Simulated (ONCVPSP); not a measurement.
Sb: one change to an ONCV potential, before and after

ONCVPSP 4.0.1 input, shortened (lines: element, Z, core and valence counts, functional; n l f; lmax; l rc ep ncon nbas qcut; lloc lpopt rc5 dvloc0; l nproj debl; icmod fcfact rcfact), LDA (Perdew-Wang 92), scalar-relativistic:

```
  Sb 51.00    6    5  -001012      upf
    1    0    2.00
    2    0    2.00
    2    1    6.00
    3    0    2.00
    3    1    6.00
    3    2   10.00
    4    0    2.00
    4    1    6.00
    4    2   10.00
    5    0    2.00
    5    1    3.00
    3
    0    1.25    0.00    4    8   12.10
    1    1.60    0.00    4    8    6.70
    2    0.95    0.00    5   10   10.70
    3    1.55    0.27    5    8    7.40
    4    3    0.70    0.00
    0    2    3.50
    1    3    2.90
    2    2    2.50
    3    1    1.60
    0    0.00    0.00
```

Change: all radii scaled by about 1.34 (s 1.68, p 2.14, d 1.28, f 2.08 bohr); local potential polynomial inside 0.94 bohr (lpopt 3, dvloc0 0 Ha).

Cutoffs: the cutoffs (Ha) at which the residual kinetic energy of the hardest occupied pseudo-wave falls to 1 and 0.1 mHa per electron; they do not see the model core or the augmentation charge, which bear on the density cutoff. Errors are all-electron minus pseudo energies relative to the spin-unpolarised reference configuration.

**Question.** How do hardness, ghosts and transferability respond?

**Answer.** The potential gets softer (51 Ha and 73 Ha → 46 Ha and 52 Ha); of the 4 tests that both files solve, the error grows in 4 and shrinks in 0 by more than 15 % and 0.3 meV (median size 4.3 → 11.0 meV); neither file shows a bound ghost. A larger radius leaves more room for a smooth pseudo-wave, so fewer plane waves are needed. More of the atom is replaced by a form fitted at one configuration, so other configurations suffer.

```tsv
quantity	base	changed
cutoff, loose	51 Ha	46 Ha
cutoff, tight	73 Ha	52 Ha
loose cutoff by channel	s 47 Ha, p 22 Ha, d 51 Ha	s 40 Ha, p 17 Ha, d 46 Ha
bound ghosts	none	none
GHOST(+) flags under 300 eV	s at 195.7 eV, s at 211.5 eV	none
error for 4s2 4p6 4d10 5s2 5p2, meV [ΔE 8.51 eV]	-1.9	-2.2
error for 4s2 4p6 4d10 5s2 5p1, meV [ΔE 24.76 eV]	-5.9	-6.8
error for 4s2 4p6 4d10 5s2 5p0, meV [ΔE 49.54 eV]	-13	-15
error for 4s2 4p6 4d9 5s2 5p4, meV [ΔE 31.02 eV]	+2.7	+33
```
